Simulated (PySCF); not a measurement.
**Electronic structure of Al (aluminium, neutral) at the UHF level**

Configuration: [Ne] 3s2 3p1, 2P determinant. All numbers are calculated (PySCF 2.14, scalar relativity by spin-free X2C-1e, in dyall-acv3z (19s12p6d4f, 113 functions)).

```json
{
 "Total energy": "-242.317423 hartree",
 "One-electron energy": "-337.2436 hartree",
 "Hartree (Coulomb) energy": "113.0712 hartree",
 "Exchange energy": "-18.1450 hartree",
 "⟨S²⟩": "0.7704",
 "⟨L²⟩": "2.063",
 "Sum of ⟨r⟩": "13.67 bohr",
 "Sum of ⟨r²⟩": "33.16 bohr²",
 "Traceless quadrupole moment −½Σ⟨3z² − r²⟩ along its main axis": "-5.77 e·bohr²",
 "Langevin diamagnetic susceptibility": "-26.3 ×10⁻⁶ cm³/mol"
}
```

| shell | electrons | mean orbital energy (hartree) | spread (hartree) | rms radius, mean of both spins (bohr) |
| --- | --- | --- | --- | --- |
| 1s α | 1 | -58.62054 | 0 | 0.139 |
| 1s β | 1 | -58.61752 | 0 | 0.139 |
| 2s α | 1 | -4.92866 | 0 | 0.676 |
| 2s β | 1 | -4.92521 | 0 | 0.676 |
| 2p α | 3 | -3.21861 | 0.00766 | 0.674 |
| 2p β | 3 | -3.21148 | 0.00920 | 0.674 |
| 3s α | 1 | -0.42647 | 0 | 2.81 |
| 3s β | 1 | -0.36445 | 0 | 2.81 |
| 3p α | 1 | -0.21813 | 0 | 3.70 |

Densities and radii are taken from the X2C orbitals without a picture-change correction, which distorts them close to the nucleus.

Spin-orbit constants ζ (cm⁻¹) from the X2C one-electron operator on these orbitals: bare nucleus, nucleus screened by l(l+1)(2l+1)/3 electrons, and screened by the Breit-Pauli mean field of the electrons.

```csv
shell,bare,screened nucleus,mean field
2p,2671,2260,2076
3p,83.43,70.59,62.92
```

To first order the Landé constant is A = 62.92 cm⁻¹, so the lowest level has J = 1/2 and lies 0.00780 eV below the centre of the term.
